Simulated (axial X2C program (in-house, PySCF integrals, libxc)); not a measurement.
# Outer orbitals of CrB⁻ at 2.110 Å, HF

Calculated with an in-house relativistic program for diatomic molecules. Spin-free means the one-electron spin-free X2C Hamiltonian; two-component (2c) means X2C with spin–orbit coupling and atomic mean-field two-electron Coulomb and Gaunt terms, so the difference of the two also holds small scalar two-electron terms. Basis: Cr dyall-acv3z [10s11p7d4f2g], B dyall-av3z [8s7p3d2f] (cores contracted in-house); Gaussian nuclei, density fitting, unrestricted open shells. Masses: Cr 51.941 u, B 11.009 u.

The distance is close to the 2c PBE0 minimum; the highest filled and lowest empty levels are listed.

Spin-free orbitals, state M_S = 2, Λ = 1 (beyond evenly filled blocks: σα, π+α, π+β, π-α, δ+α, δ-α) (Löwdin shares):

| symmetry | occupied | ε (eV) | atomic character |
| --- | --- | --- | --- |
| σβ | yes | -10.32 | 66% B s, 14% Cr p, 9% Cr d |
| σα | yes | -7.21 | 42% Cr d, 40% B s, 8% Cr s |
| δ-α | yes | -5.65 | 99% Cr d |
| δ+α | yes | -5.65 | 99% Cr d |
| π-α | yes | -5.36 | 96% Cr d, 2% B p |
| π+α | yes | -5.36 | 96% Cr d, 2% B p |
| σα | yes | -4.21 | 56% Cr d, 20% B s, 16% Cr s |
| σβ | yes | -3.16 | 84% B p, 6% Cr s, 4% Cr d |
| π+β | yes | -2.37 | 77% B p, 11% Cr d, 9% Cr p |
| σα | yes | -0.92 | 42% Cr p, 37% Cr s, 12% B p |
| π-α | no | 2.01 | 100% Cr p |
| π+α | no | 2.01 | 100% Cr p |
| π-β | no | 2.03 | 100% Cr p |
| π+β | no | 2.03 | 100% Cr p |

Spinors with spin–orbit coupling (state Ω = 3):

```
   ω  occupied  ε (eV)             atomic character  λ mixture
-1/2       yes  -10.32   66% B s, 14% Cr p, 9% Cr d     100% σ
 1/2       yes   -7.21   42% Cr d, 40% B s, 8% Cr s     100% σ
-3/2       yes   -5.70                     99% Cr d     100% δ
 5/2       yes   -5.61                     99% Cr d     100% δ
-1/2       yes   -5.39             96% Cr d, 2% B p     100% π
 3/2       yes   -5.34             96% Cr d, 2% B p     100% π
 1/2       yes   -4.22  56% Cr d, 20% B s, 16% Cr s     100% σ
-1/2       yes   -3.16    84% B p, 6% Cr s, 4% Cr d     100% σ
 1/2       yes   -2.38   77% B p, 11% Cr d, 9% Cr p     100% π
 1/2       yes   -0.92  42% Cr p, 37% Cr s, 12% B p     100% σ
 3/2        no    2.01                    100% Cr p     100% π
-1/2        no    2.01                    100% Cr p     100% π
-3/2        no    2.03                    100% Cr p     100% π
 1/2        no    2.03                    100% Cr p     100% π
```

Mulliken charges and populations of the two-component result (they depend on the basis, above all on diffuse functions):

Cr -0.30 e (s 6.78 p 12.52 d 4.99 f 0.01), B -0.70 e (s 3.77 p 1.92 d 0.01). ⟨Lz⟩ = 1.00 ħ and ⟨Sz⟩ = 2.00 ħ (2.96 and -0.96 on the two atoms), which add up to Ω.

The state is a single determinant with fixed occupations, the lowest that a limited PBE0 search found. PBE0 can misorder states that lie within some tenths of an eV, so this need not be the ground state of the molecule. The nearest other spin-free determinant of the search, M_S = 2, Λ = 0, lies 0.08 eV up at the distance of the search. With several unpaired electrons one determinant need not be a pure state. A state of lower Ω lies just above, and one determinant can place such states too high, so the state shown need not be the lowest. The search has Ω = 1 only 0.01 eV up. Open-shell Ω = 0 determinants with evenly filled partner blocks cannot be reached by this program, so the Ω shown need not be the lowest component. The determinant is spin-polarised beyond a pure state at some levels (its spin-free form has ⟨S²⟩ too high), which makes Re and μ there less reliable.
